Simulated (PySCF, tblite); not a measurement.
Isomers of C4H5F3NP, one GFN2-xTB conformer each. Single-point energies are computed at PBE0/pcSseg-1 (PySCF, gas phase, no added dispersion term), electronic only.

**Question.** Rank them by PBE0/pcSseg-1 energy, lowest first (kJ/mol).
A. `[N:1]#[C:2][CH2:3][PH:4][CH2:5][C:6]([F:7])([F:8])[F:9]` with C2–C3–P4–C5 -53°, C3–P4–C5–C6 171°
B. `[CH3:1][P:2]([CH2:3][C:4]#[N:5])[C:6]([F:7])([F:8])[F:9]` with C1–P2–C3–C4 30°

**Answer.** A (0.0), B (12.8).

GFN2-xTB itself gives, in the same order: 0.0, 12.3. Both levels put the same isomer lowest.

**Question.** Which frontier levels, dipoles and rotational constants go with these structures?

**Answer.** 
```csv
SMILES,"HOMO (eV, PBE0/pcSseg-1)",LUMO (eV),dipole (D),"A, B, C (MHz)"
N#CCPCC(F)(F)F,-8.12,-0.33,3.30,"2490, 766.6, 671.2"
CP(CC#N)C(F)(F)F,-8.17,-0.36,3.45,"1968, 1127, 1015"
```

**Question.** What happens when harmonic zero-point energies from GFN2-xTB frequencies are added?

**Answer.** 
| SMILES | ZPE (kJ/mol) | electronic (kJ/mol) | with ZPE (kJ/mol) |
| --- | --- | --- | --- |
| N#CCPCC(F)(F)F | 223.7 | 0.0 | 0.0 |
| CP(CC#N)C(F)(F)F | 225.5 | 12.8 | 14.6 |

The zero-point energies span 1.8 kJ/mol. The order is unchanged.
